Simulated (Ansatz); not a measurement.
Reaction (ligand exchange at a Ga–C bond): `C[CH2][Ga]([Cl])[Cl]` + `O[SiH3]` → `[SiH3][O][Ga]([Cl])[Cl]` + `CC`

Isolated molecules relaxed with PBE0-D4/def2-TZVP in Ansatz; ΔE leaves out vibrations. CCSD(T)/CBS is the MP2 limit (def2-TZVPP, def2-QZVPP) plus CCSD(T) − MP2 in def2-TZVPP, frozen cores. This one scheme is used for every species. DFT in def2-TZVPP. For Ga outer-core shells are correlated without core-valence functions, which leaves a few kJ/mol of doubt a bond. Scalar relativity is left out up to krypton. Each species was taken in one conformer, which may not be the lowest.

Task: Is it downhill or uphill in electronic energy at CCSD(T)/CBS, and by how much? (An estimate is asked.)

Result: Ansatz gave: Downhill: ΔE = -65.3 kJ/mol.

Task: What do these levels give: r2SCAN-D4, B97M-V, r2SCAN0-D4, HF/def2-SVP, MP2/def2-SVP, MP2/def2-TZVPP? (Best estimate.)

Result: Computed: r2SCAN-D4 -69.3, B97M-V -74.7, r2SCAN0-D4 -70.6, HF/def2-SVP -98.9, MP2/def2-SVP -93.3, MP2/def2-TZVPP -72.8 kJ/mol.

Largest T1 diagnostic among the species: 0.012.

In def2-TZVPP, CCSD(T) changes the Hartree–Fock value by +18.3 kJ/mol (the triples alone add +1.8 kJ/mol) and MP2 by +19.6 kJ/mol. At CCSD(T), def2-SVP lies −28.5 kJ/mol from the extrapolated value and def2-TZVPP −8.9 kJ/mol.
